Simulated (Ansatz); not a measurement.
Basis-set extrapolation for `CNBN` (PBE0-D4/def2-TZVP geometry, frozen core, Ansatz). Multiplicity 1, RHF reference.

```
                      def2-TZVPP   def2-QZVPP
                 HF  -175.676055  -175.685031
    MP2 correlation    -0.706710    -0.754942
CCSD(T) correlation    -0.770718      not run
```

Energies in hartree. Use E(X) = E(∞) + A·exp(−7.88·√X) for Hartree–Fock and E(X) = E(∞) + B·X^(−2.97) for correlation, with X = 3 and 4, and add CCSD(T) minus MP2 of the smaller set to the MP2 limit.

Task: What is the CCSD(T) energy at the basis-set limit?

Result: HF limit: -175.685031 + (-0.008976) × 0.13774 = -175.68627. MP2 limit: -0.754942 + (-0.048232) × 0.74074 = -0.79067. Higher-order term: -0.770718 − (-0.706710) = -0.06401. Total: -176.54095 hartree, 2.56 eV below CCSD(T)/def2-TZVPP.
